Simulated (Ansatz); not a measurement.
Q: Name a neutral molecule of C, N, Sn and H with HOMO energy (B3LYP/def2-TZVPP) between -9.00 and -8.70 eV and ideal-gas entropy at 298 K and 1 bar (rigid rotor, harmonic PBE0-D4/def2-TZVP) between 344 and 360 J/(mol·K) (Ansatz, PBE0-D4/def2-TZVP geometry).

A: `[CH3][SnH2][C]#N` (-8.79 eV, 346 J/(mol·K)). Other molecules can fit too; these were computed, each in one conformer that needn't be the lowest.

B3LYP here is the variant with VWN-RPA as its local correlation; programs differ in this.
